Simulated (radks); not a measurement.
The numbers below are computed, except where a source is named.
The hydrogen anion H-, [He], held by a Watson sphere: a shell of charge +1 at radius R that stands for the Madelung well of a crystal (potential energy -1/R inside, -1/r outside, in hartree with lengths in bohr). Level of theory: scalar-relativistic Kohn-Sham, LB94 model potential, spin-unpolarised, spherical densities, finite nucleus; Fermi nuclear charge, rms radius of each element as measured or else 0.836 A^(1/3) + 0.57 fm (a radial shooting solver on a logarithmic mesh with Libxc functionals). Response by self-consistent Sternheimer equations with the Hartree and adiabatic LDA kernel, the relativistic mass of each level held fixed and spin-orbit coupling left out. The sphere does not respond.

| R (bohr) | e(1s) (eV) | <r> 1s (bohr) | sum of <r^2> (bohr^2) | X-ray form factor at sin(theta)/lambda = 0.3 1/angstrom | alpha (bohr^3) |
|---|---|---|---|---|---|
| 2.04 | -10.654 | 1.808 | 8.645 | 0.328 | 14.97 |
| 3.12 | -8.316 | 2.053 | 11.43 | 0.283 | 27.32 |
| 3.13 | -8.300 | 2.054 | 11.45 | 0.283 | 27.44 |

Estimate the row for R = 2.46 bohr.

Answer. e(1s) (eV) -9.598; <r> 1s (bohr) 1.920; sum of <r^2> (bohr^2) 9.836; X-ray form factor at sin(theta)/lambda = 0.3 1/angstrom 0.300; alpha (bohr^3) 19.58.
